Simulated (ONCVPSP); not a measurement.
**How hard is this Al ONCV potential?**

| Item | Value |
| --- | --- |
| Element | Al |
| Generator | ONCVPSP 4.0.1 |
| Type | optimised norm-conserving Vanderbilt (ONCV) |
| Functional | BLYP |
| Relativity | scalar-relativistic |
| Frozen core | [Ne] |
| Valence charge | 3 |
| Reference configuration | 3s2 3p1 |
| Partial waves | 3s: rc 2.10 bohr, ncon 3, nbas 6, qcut 3.7 1/bohr, 2 projectors, debl 4 Ha; 3p: rc 2.90 bohr, ncon 4, nbas 8, qcut 2.4 1/bohr, 1 projector; d scattering state at 0.06 Ha: rc 2.75 bohr, ncon 4, nbas 9, qcut 4.1 1/bohr, 2 projectors, debl 0.8 Ha |
| Local potential | polynomial inside 1.60 bohr (lpopt 1, dvloc0 0 Ha) |
| Core correction | Teter function, fcfact 2, rcfact 1.35 |

Problem. For each optimised wave give the share of its norm inside rc, the residual kinetic energy above qcut (Ha) and the cutoffs (Ha) for errors of 10, 1, 0.1 and 0.01 mHa per electron.

Solution.

| wave | norm inside rc | residual KE | 10 mHa | 1 mHa | 0.1 mHa | 0.01 mHa |
| --- | --- | --- | --- | --- | --- | --- |
| 3s | 0.380 | 1.1e-04 | 3.2 | 5.2 | 7.4 | 20.1 |
| s projector 2 | 0.127 | 4.4e-02 | 9.9 | 26.1 | 38.7 | 72.6 |
| 3p | 0.416 | 8.5e-05 | 1.3 | 2.1 | 2.8 | 5.0 |
| d projector 1 | 0.044 | 1.6e-06 | 1.0 | 3.1 | 5.3 | 7.1 |
| d projector 2 | 0.389 | 5.2e-04 | 5.9 | 7.9 | 13.7 | 44.6 |

The occupied waves need 5.2 Ha and 7.4 Ha for 1 and 0.1 mHa. The cutoffs count occupied waves only; projector 2 of the s channel, the hardest unoccupied one, needs 26 Ha at the loose tolerance.
